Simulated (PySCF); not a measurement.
OSr, SMILES [O]=[Sr].

Geometry optimised at B3LYP-D3(BJ)/def2-TZVPD. The def2 effective core potentials stand for the cores of Sr; spin–orbit coupling is left out.

Method: B3LYP-D3(BJ)/def2-TZVPD run with PySCF.

Frequencies are harmonic and unscaled.

| mode | ν (cm⁻¹) | IR (km/mol) | Raman (Å⁴/amu) | depolarisation | moving atoms (share of kinetic energy) |
|---|---|---|---|---|---|
| 1 | 667 | 112.9 | 568.9 | 0.05 | O 85 %, Sr 15 % |
